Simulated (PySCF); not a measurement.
A run for PySCF: D3(BJ) and D4 dispersion corrections on FGeH6NO (a complex), monomers drawn apart or pushed together.

```python
from pyscf import gto
from pyscf.dispersion import dftd3, dftd4

mol = gto.M(
    atom='''
    O    -1.43535024    0.34289943    0.81499324
    Ge    0.22156485   -0.32738195    0.64327739
    F     0.08598138   -0.82233042   -1.06960587
    H    -1.88854647    0.24213310   -0.03012391
    H     0.46127241   -1.67957480    1.31938387
    H     1.34648924    0.70733802    0.55929842
    N     0.09945499    0.39776209    2.77166121
    H     0.13258277   -0.31441543    3.49210688
    H     0.72857958    1.14692412    3.03669659
    H    -0.84500597    0.76744913    2.72658432
    ''',
    basis='def2-svp',
    charge=0, spin=0, verbose=0, max_memory=1800)
d3, d4 = {}, {}
for xc in ['hf', 'pbe', 'blyp', 'revpbe', 'tpss', 'r2scan', 'b3lyp', 'pbe0', 'bhlyp', 'camb3lyp', 'b2plyp']:
    d3[xc] = float(dftd3.DFTD3Dispersion(mol, xc=xc, version='d3bj', atm=False).get_dispersion()['energy'])
    print(f'D3(BJ) {xc:10s} {d3[xc]:14.8f} Eh')
for xc in ['hf', 'pbe', 'blyp', 'revpbe', 'tpss', 'r2scan', 'b3lyp', 'pbe0', 'bhlyp', 'camb3lyp', 'b2plyp']:
    d4[xc] = float(dftd4.DFTD4Dispersion(mol, xc={'camb3lyp': 'cam-b3lyp'}.get(xc, xc), atm=True).get_dispersion()['energy'])
    print(f'D4     {xc:10s} {d4[xc]:14.8f} Eh')
```

Program output:

```
D3(BJ) hf            -0.05025462 Eh
D3(BJ) pbe           -0.00617353 Eh
D3(BJ) blyp          -0.01323839 Eh
D3(BJ) revpbe        -0.01561340 Eh
D3(BJ) tpss          -0.00775711 Eh
D3(BJ) r2scan        -0.00167967 Eh
D3(BJ) b3lyp         -0.01084715 Eh
D3(BJ) pbe0          -0.00531917 Eh
D3(BJ) bhlyp         -0.00862172 Eh
D3(BJ) camb3lyp      -0.00478600 Eh
D3(BJ) b2plyp        -0.00507459 Eh
D4     hf            -0.02165995 Eh
D4     pbe           -0.00587931 Eh
D4     blyp          -0.01313482 Eh
D4     revpbe        -0.01884690 Eh
D4     tpss          -0.00793745 Eh
D4     r2scan        -0.00141367 Eh
D4     b3lyp         -0.00947741 Eh
D4     pbe0          -0.00490642 Eh
D4     bhlyp         -0.00700927 Eh
D4     camb3lyp      -0.00492452 Eh
D4     b2plyp        -0.00407084 Eh
```

The run finished.

Cost: about 0.020 core-seconds (a rough figure).
